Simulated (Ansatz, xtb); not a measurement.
# BClHOSi+: where a starting geometry ends

The starting geometry of this gas-phase singlet was built from a drawn formula by distance geometry and a force field; its bonds are those of `Cl[Si]1=B[OH+]1`.

```xyz
5

B    -0.0483    0.4458    2.4156
Cl   -1.5796    0.3766   -1.1974
O     0.5159   -0.6800    1.6596
Si   -0.5941    0.1879    0.6690
H     1.2229   -1.4195    1.8389
```

Problem. Predict what it relaxes into with r2SCAN-D4/def2-SVP.

Solution. A bond breaks, giving a structure given below by its coordinates. Distances that change by over a tenth: O3–Si4 (1.72 → 2.27 Å). Contacts that open: B1–Si4 (1.85 → 3.18 Å).

The energy falls by 3.00 eV over 17 steps:

| step | E − E(last) (eV) |
| --- | --- |
| 1 | 3.001 |
| 3 | 1.232 |
| 5 | 0.759 |
| 6 | 0.605 |
| 8 | 0.051 |
| 10 | 0.004 |
| 12 | 0.001 |
| 13 | 0.000 |
| 15 | 0.000 |
| 17 | 0.000 |

Final geometry (Å):

```xyz
5

B     0.5799   -0.0166    2.9849
Cl   -0.9355   -0.3679   -1.1215
O     0.2842   -0.3813    1.7105
Si   -1.1060    0.8875    0.4479
H     0.6942   -1.2109    1.3637
```

From the same start GFN2-xTB ends elsewhere, differing in B1–Si4 (1.96 against 3.18 Å here).

No frequencies were run, so the end isn't proven a minimum. Run with Ansatz 0.2.0, 20 s on 1 thread of Intel(R) Xeon(R) 6975P-C (Granite Rapids), on a shared host.
